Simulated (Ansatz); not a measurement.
Born–Oppenheimer molecular dynamics of H₉N₃O₂Zr (15 atoms, charge 0, multiplicity 1). It starts at the highest image of a converged band. Of that band: The profile has 2 maxima (images 1, 3) with wells between them (image 2): this band takes more than one step, which may be the mechanism or a detour left from its start path. A vibrational analysis at the climbing image gives one clearly imaginary mode, 1420i cm⁻¹: a first-order saddle point.

Theory: Ansatz 0.2.0, RHF/def2-SVP.

```yaml
ensemble: NVE (velocity Verlet)
time_step: 0.5 fs
steps_asked: 200
starting_velocities_drawn_for: 300 K
seed: 4291
```

First frame:

```xyz
15
Properties=species:S:1:pos:R:3
Zr -0.347 -0.073 0.028
N -0.229 -0.099 2.298
H 0.120 -0.921 2.765
H 0.133 0.697 2.798
O 1.531 -0.219 -0.425
H 2.458 -0.298 -0.546
N -0.802 1.760 -0.800
H -1.710 2.189 -0.767
H -0.203 2.311 -1.389
N -1.032 -1.813 -0.870
H -1.984 -2.123 -0.950
H -0.463 -2.395 -1.460
O -2.306 0.001 1.155
H -3.106 -0.497 1.200
H -1.541 -0.080 2.009
```

How far do the bonds stretch over the last three quarters of this one trajectory? (Pairs bonded in most of those frames.)


```
   bond  mean (Å)  spread (Å)  shortest  longest
 Zr1–N2     2.114       0.035      2.06     2.17
 Zr1–O5     1.937       0.041      1.88     2.00
 Zr1–N7     2.078       0.009      2.05     2.09
Zr1–N10     2.077       0.026      2.04     2.12
Zr1–O13     2.735       0.136      2.43     2.90
  N2–H3     1.008       0.009      0.99     1.02
  N2–H4     1.007       0.009      0.99     1.02
  O5–H6     0.941       0.015      0.92     0.96
  N7–H8     1.005       0.016      0.98     1.03
  N7–H9     1.006       0.014      0.98     1.03
N10–H11     1.006       0.020      0.97     1.04
N10–H12     1.012       0.038      0.95     1.07
O13–H14     0.947       0.015      0.92     0.97
O13–H15     0.953       0.021      0.91     0.99
```

Mean temperature of the second half: 230 K. The conserved energy stayed within 0.37 meV per atom of its start (net change 0.25 meV per atom), so the integration is sound. A run of 0.1 ps of so small a system gives no equilibrium averages. The orbitals stay closed-shell, which can raise the energy where a bond breaks towards radicals; this wasn't checked here.

The run took 4 min on 4 threads of Intel(R) Xeon(R) 6975P-C (Granite Rapids), on a shared host, peak memory 0.41 GiB.
